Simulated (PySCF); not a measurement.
# How methods differ on the ionisation energy of Kr(2+)

Kr(2+) [Ar] 3d10 4s2 4p4 [4p1/2^2 4p3/2^2, M_J = 2] → Kr(3+) [Ar] 3d10 4s2 4p3 [4p1/2^2 4p3/2^1, M_J = 3/2], as a difference of total energies. Calculation: PySCF 2.14, in x2c-SVPall-2c; the two-component X2C-1e Hamiltonian. Correlated levels: [Ne] frozen. "Screened" scales the spin-orbit matrix elements by Boettger's factors to mimic the two-electron term; Breit and QED terms are absent.

Question: Order these methods by the ionisation energy they give, lowest first.
A. GMP2 (screened spin-orbit)
B. GHF (spin-free)
C. GHF (screened spin-orbit)
D. GMP2 (spin-free)

Answer: B (34.215 eV), C (34.476 eV), D (34.830 eV), A (35.079 eV).

The spin-free rows relax to the high-spin LS determinant and lack the spin-orbit shift.

Errors of the correlated levels include the incompleteness of this basis and the frozen core.

The labels give the starting determinants; with spin-orbit coupling the two ends relaxed to ⟨J²⟩ = 6.01, ⟨L²⟩ = 2.15, ⟨S²⟩ = 1.93 and ⟨J²⟩ = 3.75, ⟨L²⟩ = 0.04, ⟨S²⟩ = 3.71.

For comparison: 35.838 ± 0.02 eV (measured; NIST Atomic Spectra Database, ionization energies).
